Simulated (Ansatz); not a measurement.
One arrangement of a pair

The pair of Ag⁺ (SMILES [Ag+], atom 1) and CH4S (SMILES CS, atoms 2–7), both closed shells, in one local arrangement (a lower one may exist), relaxed at PBE0-D4/def2-TZVP:

Ag1  (-0.199, -0.145, -2.547)
C2  (-0.175, -0.269, 0.095)
S3  (-0.212, 1.091, 1.255)
H4  (0.078, -1.236, 0.530)
H5  (0.632, -0.069, -0.672)
H6  (-1.191, -0.353, -0.314)
H7  (1.066, 0.980, 1.653)
(Å)

Computed with Ansatz 0.2.0 (basis: def2-TZVPPD, with def2-QZVPPD for the basis limit); correlated methods freeze the cores. Filled d shells of the heavier atoms are correlated. Core potentials replace the inner electrons of the atoms past krypton. B3LYP uses VWN-RPA correlation. Extrapolation: Hartree–Fock as exp(−7.88 √X), correlation as X^−2.97. Interaction energies count from these two fragments, frozen as in the pair, with the counterpoise correction; negative means bound.

Question: What is the interaction energy by CCSD(T) at an estimated basis limit (MP2 extrapolated from triple and quadruple zeta, plus CCSD(T) − MP2 in triple zeta)? (An estimate is asked for; the value comes from the calculation.)

Answer: By the calculation: -53.2 kJ/mol. Hartree–Fock alone gives -9.8 kJ/mol at the basis limit. It counts from the two fragments frozen as in the pair.

The same quantity by other methods in triple zeta, and each one's difference from that estimate:
```csv
method,E_int (kJ/mol),difference
PBE-D4,-89.6,-36.3
revPBE-D4,-78.4,-25.1
BLYP-D4,-90.1,-36.9
r2SCAN-D4,-81.0,-27.7
B97M-V,-72.6,-19.4
PBE0-D4,-63.9,-10.6
B3LYP-D4,-68.7,-15.5
HSE06-D4,-64.4,-11.1
wB97X-V,-50.3,2.9
wB97M-V,-52.1,1.2
B2PLYP,-52.3,1.0
HF,-9.0,44.3
MP2,-47.3,5.9
CCSD,-39.2,14.1
CCSD(T),-44.4,8.8
```
Differences are method less estimate.

Question: Which atoms make the shortest contact between the fragments?

Answer: Ag1 and H5, 2.05 Å apart.

Energy to bend the free fragments (PBE0-D4 minima) into their shapes in the pair, CCSD(T)/def2-TZVPPD: CH4S 8.4 kJ/mol. This must be added to the interaction energy to get the binding energy from relaxed fragments.

Basis-set superposition shift (counterpoise-corrected less uncorrected): CCSD(T) 8.5; MP2 8.0; HF 0.3; PBE0-D4 0.3; wB97M-V 0.4 kJ/mol.

The T1 diagnostic stays at or below 0.012.

For scale, one of the runs: CCSD(T)/def2-TZVPPD, 212 basis functions, launched by `ansatz run in.yaml --threads 4 --pin off --events-out ev --progress --plain --max-ram 9574MiB`. Hardware: 4 CPU threads of an Arm Neoverse V2, shared host. Wall time 100 s; peak host memory 3.3 GiB.
